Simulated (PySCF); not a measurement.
**How the method changes the constants of CaBe⁺**

State: ²Σ⁺ (doublet), unpaired electrons σ ↑. Set-up: Ca def2-SVPD, Be def2-SVPD; no relativity (PySCF 2.14). De refers to Ca⁺ + Be in their ground configurations, without counterpoise correction. The functionals are run spin-unrestricted. A positive dipole points towards Be; it is taken about the centre of mass and depends on that origin.

```tsv
Level	Re (Å)	ωe (cm⁻¹)	De (eV)	μ (D)	CPU s a point (SCF and correlation, without the integrals)
ROHF	3.380	173	0.316	1.87	0.044
ROHF-MP2	3.291	191	0.403	n/a	0.076
ROHF-SCS-MP2	3.313	185	0.377	n/a	n/a
ROHF-CCSD	3.288	186	0.329	n/a	n/a
ROHF-CCSD(T)	3.271	191	0.347	n/a	1.4
PBE	2.988	283	0.90	-0.43	0.41
PBEsol	2.978	286	0.94	-0.29	0.29
BLYP	3.017	266	0.77	-0.06	0.29
BP86	2.999	276	0.85	-0.19	0.3
r²SCAN	3.018	277	0.87	-0.57	0.55
PBE0	3.019	272	0.79	-0.43	0.66
LC-ωPBE	3.062	246	0.66	-0.45	0.61
```

Question: Which functional lies closest to ROHF-CCSD(T) in De, which farthest, and by how much do they differ from it?

Answer: Closest is LC-ωPBE (-20.9 pm in Re, +28.8 % in ωe, +0.31 eV in De against ROHF-CCSD(T) in the same basis), farthest PBEsol (-29.3 pm in Re, +49.7 % in ωe, +0.59 eV in De). CCSD(T) converges more slowly with the basis than the functionals do and binds too weakly in this one, so the order can change at the basis-set limit.

Question: What does a quarter of exact exchange do here, going from PBE to PBE0?

Answer: PBE0 less PBE: +3.1 pm in Re, -3.9 % in ωe, -0.11 eV in De. Exact exchange removes part of the self-interaction that spreads semilocal densities, and in most molecules shortens and stiffens the bond and lowers De; here Re and ωe go the other way.

Question: What does second-order correlation do here, going from ROHF to ROHF-MP2?

Answer: ROHF-MP2 less ROHF: -8.9 pm in Re, +10.4 % in ωe, +0.09 eV in De. Correlation nearly always deepens the well. The bond shortens, as in weak, metallic or heavy-atom bonds, where dispersion and the correlation of outer-core electrons pull the atoms together.

Correlated steps freeze 5 core orbitals. Correlated levels converge slowly with the basis: in double zeta they bind strong bonds too weakly, by up to about 1 eV, and carry superposition errors of some tenths. For an ion De counts to the pair picked by the measured ionisation energies or electron affinities, which need not be the lowest pair at this level. The state was picked by a PBE0 search and need not be the measured ground state.

The whole job (state search and all levels along the bond) took about 1.2 min on 1 thread of Intel Xeon 6975P-C (shared host), peak memory 0.46 GiB.
